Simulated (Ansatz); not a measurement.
The molecule MgS, closed-shell singlet (the spin of the measured ground state).

D_e counts from the fitted minimum to each atom's lowest state at the same level, without counterpoise. The singlet is restricted.

Correlated levels freeze the inner cores; with def2 sets outer-core shells near the valence are correlated too.

Run with Ansatz (Gaussian orbitals). Each number belongs to the level named beside it.

```
level                 bond energy D_e (eV)
--------------------  --------------------
SVWN5/def2-TZVPP                     2.934
PBE/def2-TZVPP                       2.379
r2SCAN/def2-TZVPP                    2.374
B97M-V/def2-TZVPP                    2.343
PBE0/def2-TZVPP                      2.100
CAM-B3LYP/def2-TZVPP                 1.869
wB97X-V/def2-TZVPP                   2.040
CCSD(T)/def2-TZVPP                       …
CCSD(T)/def2-QZVPP                   2.141
```

Task: Fill in the missing entries.

Result: 
- CCSD(T)/def2-TZVPP, bond energy D_e (eV): 1.921

Doubts at one or more of the structures used: a restricted determinant that unrestricted orbitals would lower (CCSD(T)/def2-TZVPP, CCSD(T)/def2-QZVPP).

Ansatz is a first-principles code.
